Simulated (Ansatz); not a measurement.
```yaml
crystal:
  periodic: [false, false, false]
  atoms:
    - {symbol: B, position_ang: [0.301434, -2.459143, -0.470008]}
    - {symbol: N, position_ang: [0.285532, -2.786948, 0.782829]}
    - {symbol: N, position_ang: [0.329440, -1.337820, -1.337259]}
    - {symbol: B, position_ang: [-0.747184, -0.431318, -0.699552]}
    - {symbol: B, position_ang: [0.335328, -1.367701, 1.063289]}
    - {symbol: N, position_ang: [-0.891609, -0.513515, 0.744543]}
    - {symbol: N, position_ang: [-0.991874, 0.953902, -1.338945]}
    - {symbol: B, position_ang: [-1.976894, 1.492445, -0.472927]}
    - {symbol: B, position_ang: [-1.016322, 0.976641, 1.061560]}
    - {symbol: N, position_ang: [-2.269352, 1.644307, 0.779554]}
    - {symbol: B, position_ang: [1.429623, -0.507523, -0.690515]}
    - {symbol: N, position_ang: [1.612600, -0.604298, 0.803594]}
    - {symbol: N, position_ang: [1.614709, 0.930305, -0.910674]}
    - {symbol: B, position_ang: [0.277493, 1.490759, -0.691991]}
    - {symbol: B, position_ang: [1.422602, 0.820643, 0.574597]}
    - {symbol: N, position_ang: [0.284464, 1.699263, 0.801894]}
basis:
  gaussian: {orbitals: def2-TZVP, fitting: {mean_field: def2-universal-jkfit}}
hamiltonian: {xc: {name: PBE0}, dispersion: d3bjatm}
scf: {omitted_lower_state_checks: [starts]}
```

```sh
$ ansatz run in.yaml --threads 2 --pin off --events-out ev --progress --plain --max-ram 20480MiB --backend cuda --devices 0, --max-vram 18GiB
```

Shortened log:

```
Functional definition: PBE0
1216 factors; integrals over basis functions are off by at most 4.0e-1 eV
mean field evaluation 1: about -17292.6293 eV, gradient 1.2e2 eV
mean field evaluation 2: about -17239.9593 eV, gradient 1.9e2 eV
mean field evaluation 4: about -17321.0590 eV, gradient 1.5e1 eV
mean field evaluation 8: about -17321.4990 eV, gradient 1.4e-1 eV
mean field evaluation 16: about -17321.5155 eV, gradient 6.3e-4 eV
mean field -17321.51548406 eV, -636.5539530942 hartree, gradient 4.1e-5 eV, S^2 0.000000; 0 other end points of the search recorded, 0 dependent functions left out
reference -17321.51552952 eV, -636.5539547650 hartree; 48, 48 occupied and 448, 448 virtual orbitals, 1216 factors
Total energy: -17322.23391280 eV, -636.5803548634 hartree
Checks for a lower state left out: starts
```

Hardware: 2 threads of AMD EPYC 7R13 on a shared host and a share (18 GiB) of an NVIDIA H100 80GB HBM3. Wall time 3.6 s, peak host memory 0.98 GiB.
